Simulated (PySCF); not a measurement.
## Computed data sheet: `C(#C)C[PH+]1C=CCC=C1`

Compound: C8H10P (charge +1).
Numbering: `[CH:1]#[C:2][CH2:3][PH+:4]1[CH:5]=[CH:6][CH2:7][CH:8]=[CH:9]1` (hydrogens: H10 on C1; H11, H12 on C3; H13 on P4; H14 on C5; H15 on C6; H16, H17 on C7; H18 on C8; H19 on C9)

Structural features include: alkyne and C=C double bond.

PBE0-D3(BJ)/def2-SVP geometry optimisation, gas phase (PySCF):

```
Point group                  : C1
Rotational constants A, B, C : 3.214, 0.884, 0.740 GHz
```

From PBE0/def2-SVPD ground state, ΔSCF and vertical TDDFT (core frozen in the response) (PySCF):

```
HOMO energy                                                       : -11.77 eV
LUMO energy                                                       : -5.39 eV
HOMO–LUMO gap                                                     : 6.38 eV
Lowest singlet excitation                                         : 5.47 eV (227 nm, f = 0.001)
Strongest line among the 10 lowest singlet transitions            : S3 at 5.57 eV (223 nm, f = 0.067)
Lowest triplet excitation (Tamm–Dancoff)                          : 4.16 eV
Static isotropic polarisability                                   : 107.2 au
Vertical ionisation energy                                        : 13.57 eV
Vertical electron affinity                                        : 3.70 eV
Electronic spatial extent ⟨r²⟩ about the centre of nuclear charge : 1533 bohr²
```

From PBE0/pcSseg-1 ground state and GIAO shieldings, non-relativistic (PySCF):

```
Lowest Hirshfeld atomic charge                              : -0.09 e on C5/C9
Highest Hirshfeld atomic charge                             : +0.46 e on P4
13C chemical shifts (computed TMS as zero) by class         : 168.7 (C6/C8), 104.0 (C5/C9), 90.2 (C1), 67.5 (C2), 34.6 (C7), 20.4 (C3) ppm
1H chemical shifts (computed TMS as zero) by class          : 7.82 (H15/H18), 6.70 (H13), 6.41 (H14/H19), 3.67 (H16), 3.65 (H17), 3.26 (H11/H12), 2.98 (H10) ppm
Isotropic shieldings of nuclei other than C and H, by class : 369 (P4) ppm
Mayer bond orders between heavy atoms                       : C1–C2 2.52, C2–C3 1.09, C3–P4 0.98, P4–C5 1.00, C5–C6 1.86, C6–C7 1.08, C7–C8 1.08, C8–C9 1.86, C9–P4 1.00
```

Monoisotopic mass of the ion (most abundant isotopes, electron mass counted): 137.0515 u.

The principal polarisabilities are 72.7, 99.0 and 149.9 au; their mean is the isotropic value. The polarisability is 15.89 Å³ as a volume (1 au = 0.148185 Å³), or 1.49 au for each of the 72 electrons. −ε(LUMO) is 5.39 eV against a ΔSCF electron affinity of 3.70 eV. With B = h/(8π²I), that is 505.379 GHz u Å² over I, the principal moments of inertia are 157.2, 572.0 and 682.8 u Å² (most abundant isotopes).

 NMR classes are plain means over equivalent atoms (diastereotopic ones count apart unless rotation or inversion swaps them), as if these changed places fast; in this geometry the members of some classes differ.

Shape of the structure used: `[CH:1]#[C:2][CH2:3][PH+:4]1[CH:5]=[CH:6][CH2:7][CH:8]=[CH:9]1`: C2–C3–P4–C5 -61°.

One conformer stands for the species.
